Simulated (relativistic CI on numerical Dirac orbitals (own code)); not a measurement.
## Os27+: q coefficients and field-shift factors

Calculated at this level of theory: Dirac-Coulomb-Breit CI, KLI orbitals optimised for each configuration, derivatives by finite differences, unscaled Slater integrals, QED left out (own radial code, finite nucleus).

Configurations in the expansion (outside the closed core [Kr] 4d10): 4f³, 4f²5s, 4f5s², 4f²5p, 4f5s5p, 4f²5d, 4f5p², 4f5s5d. Levels of other configurations are missing.

With x = (α/α₀)² − 1 an excitation energy changes as ω = ω₀ + qx; K = 2q/ω₀ is the relative enhancement. Terms are leading LS components, so labels can repeat. The field-shift factor is F = δν/δ⟨r²⟩ for the transition from the lowest level.

Lowest level 4f³ ⁴I°9/2.

```csv
Level,ω₀ (cm⁻¹),q (cm⁻¹),K,F (GHz/fm²)
4f³ ⁴I°11/2,24500.7,27230,2.22,1.25
4f³ ⁴F°3/2,42164.2,2299,0.109,0.485
4f³ ⁴I°13/2,44802.3,43170,1.93,2.05
4f³ ²H°9/2,52302.1,22210,0.849,1.34
4f³ ⁴F°5/2,58504.4,18240,0.624,1.24
4f³ ⁴I°15/2,61960.3,52240,1.69,2.56
4f³ ⁴S°3/2,64802.8,27820,0.859,1.65
4f³ ⁴F°7/2,65611.2,27930,0.851,1.68
4f³ ⁴G°5/2,67703.6,17410,0.514,1.3
4f³ ⁴G°7/2,79186.9,32520,0.821,1.98
4f³ ²K°13/2,83888.3,38630,0.921,2.26
4f³ ⁴F°9/2,84339.2,51060,1.21,2.72
4f³ ²H°11/2,85717.3,47300,1.1,2.6
4f³ ²D°3/2,95273.5,39590,0.831,2.39
4f³ ²G°7/2,96480.1,53220,1.1,2.91
4f³ ²P°1/2,97534.3,29710,0.609,2.05
4f³ ²L°15/2,99214.2,45680,0.921,2.69
4f³ ⁴G°9/2,99246.2,47930,0.966,2.75
4f³ ²D°5/2,104514.1,25640,0.491,1.96
4f³ ²H°11/2,109253.5,40420,0.74,2.58
4f³ ⁴D°3/2,113268.1,35690,0.63,2.42
4f³ ²D°5/2,116643.7,49500,0.849,2.98
4f³ ⁴G°11/2,121146.5,56190,0.928,3.28
```

At this charge energies of transitions that change n are usually good to better than 1 %, and those within a shell (Δn = 0) to a few per cent. Terms inside the open d or f shell come out 10 to 20 % too wide with unscaled integrals.
